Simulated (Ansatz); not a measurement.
System: tribromo(ethoxy)germane, C$_{2}$H$_{5}$Br$_{3}$GeO (charge 0, singlet). 
Coordinates optimised at B3LYP-D3(BJ)/def2-TZVP (Ansatz, a quantum-chemistry and plane-wave program):
```xyz
12

C     -3.8664    -1.2811    -0.3603
C     -2.3674    -1.3359    -0.5529
O     -1.7973    -0.1781     0.0840
Ge    -0.0615     0.0877     0.0594
Br     0.6892     0.2539    -2.1199
Br     0.2964     2.0408     1.1981
Br     1.0299    -1.6746     1.0809
H     -4.3336    -2.1477    -0.8327
H     -4.1169    -1.2865     0.7008
H     -4.2777    -0.3766    -0.8093
H     -1.9505    -2.2428    -0.1049
H     -2.1114    -1.3320    -1.6166
```

Basis-set convergence of Hartree-Fock and CCSD(T) correlation energies (hartree) with Ansatz. Cores are frozen in the correlated levels unless marked. No spin-orbit coupling. Frozen are the shells of the preceding noble gas and the d and f shells that filled before the atom's block. No relativistic terms.

| basis | functions | E(HF) | E(corr, CCSD(T)) |
|---|---|---|---|
| aug-cc-pVDZ | 258 | -9946.19015 | -1.04947 |
| aug-cc-pVTZ | 489 | … | … |

**Question.** What belongs in the gaps?

**Answer.** 
- aug-cc-pVTZ, E(HF): -9946.53102
- aug-cc-pVTZ, E(corr, CCSD(T)): -1.31420
